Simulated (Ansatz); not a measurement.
Mulliken charges of `O[As]1OCS1` from PBE/def2-TZVPP in Ansatz (PBE0-D4/def2-TZVP geometry).

```csv
atom,x (Å),y (Å),z (Å),charge (e)
O1,-1.558,1.310,0.133,-0.341
As2,-0.197,0.735,1.133,0.519
O3,-0.121,-0.977,0.584,-0.342
C4,0.813,-0.910,-0.469,0.031
S5,1.440,0.820,-0.392,-0.254
H6,-2.244,1.679,0.699,0.172
H7,0.334,-1.095,-1.433,0.107
H8,1.627,-1.619,-0.310,0.107
```

By hand: the dipole of these point charges (1 e Å = 4.8032 D).

Σ q r = (-0.046, 0.031, 0.362) e Å, of length 0.366 e Å = 1.76 D.

How does the dipole of the full density compare? (An estimate is asked.)

Ansatz gave: (-0.142, 0.062, 0.216) e Å, 1.28 D; the point charges give 1.38 times that, at 27° from its direction.

Point charges leave out the atoms' own dipoles, such as those of lone pairs, and Mulliken's split depends on the basis, so the two needn't agree.
